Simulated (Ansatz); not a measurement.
H$_{6}$BN, charge +1, doublet, at a GFN2-xTB geometry (a state made from the parent by changing its charge; the spin is typed, not shown lowest). Base run: Ansatz (a program for electronic structure) with R2SCAN/cc-pVDZ.

The Ansatz input:
Ansatz 0.2 input:
```yaml
crystal:
  periodic: [false, false, false]
  atoms:
    - {symbol: B, position_ang: [-0.85103693, 0.06096459, -0.05926607]}
    - {symbol: N, position_ang: [0.70400636, -0.07680200, 0.02198812]}
    - {symbol: H, position_ang: [-1.31066910, -0.65817881, -0.86241623]}
    - {symbol: H, position_ang: [-1.21010950, 1.21525847, -0.09762284]}
    - {symbol: H, position_ang: [-1.37179730, 0.05664760, 1.03233308]}
    - {symbol: H, position_ang: [0.95897137, -1.04341522, 0.24745522]}
    - {symbol: H, position_ang: [1.13876401, 0.53781366, 0.71440043]}
    - {symbol: H, position_ang: [1.12198069, 0.12466532, -0.89173616]}
basis:
  gaussian:
    orbitals: cc-pVDZ
hamiltonian:
  xc: r2scan
total_charge: 1
magnetization: {spin_polarized: true, initial_magnetization: 1}
```

The base run was repeated with changes; each row names its change, and settings that it needs were set with it.

| change | basis functions | E (Eh) |
|---|---|---|
| base | 58 | -82.81016 |
| basis = STO-3G | 16 | -81.81055 |
| basis = 3-21G | 30 | -82.35286 |
| basis = 6-31G* | 42 | -82.79851 |
| basis = 6-31+G* | 50 | -82.79948 |
| basis = pcseg-1 | 58 | -82.78549 |
| basis = 6-311G** | 72 | -82.83219 |
| basis = 6-311++G** | 86 | -82.83267 |
| basis = def2-TZVP | 98 | -82.83973 |
| basis = aug-pcseg-1 | 100 | -82.79047 |
| basis = def2-TZVPD | 128 | -82.84009 |
| basis = pcseg-2 | 144 | -82.84243 |
| basis = def2-TZVPP | 146 | -82.84317 |

Totals compare only among sets that treat the same electrons; sets with core potentials leave the core out.
